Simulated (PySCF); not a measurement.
# Computed vibrations of WO(OH)4

WO(OH)4 (singlet). PySCF 2.14.0, RKS BP86, W def2-SVP with ECP60, O def2-SVP, H def2-SVP; non-relativistic Hamiltonian with scalar-relativistic core potentials where named; density fitting; no spin-orbit coupling. Central differences of gradients.

```xyz
10

W     0.0000    0.0000    0.0096
O     0.0000    0.0000    1.7159
O     1.8652    0.0000   -0.4567
H     2.7211    0.0000    0.0004
O     0.0000    1.8652   -0.4567
H     0.0000    2.7211    0.0004
O    -1.8652    0.0000   -0.4567
H    -2.7211    0.0000    0.0004
O     0.0000   -1.8652   -0.4567
H     0.0000   -2.7211    0.0004
```

Run from Python with OMP_NUM_THREADS=2. Where DIIS fails, smearing, a level shift and second-order steps follow.
It took 94 s on 2 threads of Arm Neoverse V1 (shared host).

(1) What are the harmonic wavenumbers and infrared intensities?

(2) Is this a minimum?

Answers

(1) Modes are labelled in C4v; negative numbers are unstable modes, those under 60 cm⁻¹ near the noise; a finer grid moves soft modes by up to 10 cm⁻¹.
```tsv
cm⁻¹	km/mol	symmetry
-529	–	a2
-475	–	e
-475	–	e
-397	–	b2
-177	–	b1
119	0.0	b1
165	210.2	e
165	210.2	e
179	112.1	a1
265	14.7	e
265	14.7	e
299	364.1	a1
346	9.9	e
346	9.9	e
370	0.0	b2
636	0.0	b1
672	256.6	e
672	256.6	e
716	0.8	a1
1003	77.1	a1
3808	0.0	b1
3810	408.6	e
3810	408.6	e
3816	33.9	a1
```

(2) No: 5 unstable; the lowest moves the atoms so:
```
W    0.00  0.00  0.00
O    0.00  0.00  0.00
O    0.00  0.05  0.00
H    0.00 -0.50  0.00
O   -0.05  0.00  0.00
H    0.50  0.00  0.00
O    0.00 -0.05  0.00
H    0.00  0.50  0.00
O    0.05  0.00  0.00
H   -0.50  0.00  0.00
```
